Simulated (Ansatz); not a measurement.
**Isomers**

Structures of GeH4SO, closed shell, relaxed at PBE0-D4/def2-TZVP (vibrations not checked; lower isomers may exist, and structures with a doubtful reference or unclear bonds are left out). Computed with Ansatz 0.2.0 (basis: def2-TZVPP); correlated methods freeze the cores. Filled d shells of the heavier atoms are correlated. The def2 sets are not built for correlating such inner shells, so the correlated values are less sure here. B3LYP uses VWN-RPA correlation.

Q: Rank them by CCSD(T) energy, lowest first, and give each one's height above the lowest. Links in brackets join atoms within 1.22 times the sum of their covalent radii (1.1 for two metals). (An estimate is asked for; the value comes from the calculation.)
A.
GeH₄SO ([OH][GeH2][SH])
```
7
angstrom
O -1.4064 -0.4895 -0.5612
Ge -0.0471 0.5719 -0.1343
S 1.4384 -0.5126 1.1070
H -1.7718 -0.9379 0.2056
H 0.5251 0.9933 -1.4896
H -0.5074 1.7466 0.7438
H 1.7693 -1.3717 0.1287
```
B.
a complex of GeH₂S ([SH][GeH]) + H₂O
```
7
angstrom
O 0.8759 1.1622 -0.4953
S -1.6581 -0.2012 1.2743
Ge -1.4322 -2.0100 0.0221
H -0.2017 -1.4179 -0.8289
H 0.7799 0.3276 -0.9682
H -0.6789 0.5642 0.7386
H 1.7510 1.1311 -0.1012
```
C.
GeH₄SO ([OH][S][GeH3])
```
7
angstrom
S -0.9353 -0.6357 0.9634
O -0.8021 -1.8549 -0.1754
Ge 0.6151 0.7737 0.1991
H -1.4558 -1.6730 -0.8591
H 0.2440 1.2245 -1.2240
H 0.5897 1.9607 1.1734
H 1.9890 0.0893 0.1909
```

A: By the calculation: A (0.000 eV), B (1.283 eV), C (1.877 eV). Heights count from the lowest.

Q: Do PBE-D4, r2SCAN-D4, PBE0-D4, B3LYP-D4, wB97M-V, HF, MP2 give the same order? (Judge from chemistry; the calculation decides.)

A: Computed: All do.

No T1 diagnostic of these runs exceeds 0.015.

For scale, one of the runs: CCSD(T)/def2-TZVPP, 177 basis functions, launched by `ansatz run in.yaml --threads 2 --pin off --events-out ev --progress --plain --max-ram 4352MiB`. Hardware: 2 CPU threads of an Arm Neoverse V2, shared host. Wall time 70 s; peak host memory 1.6 GiB.
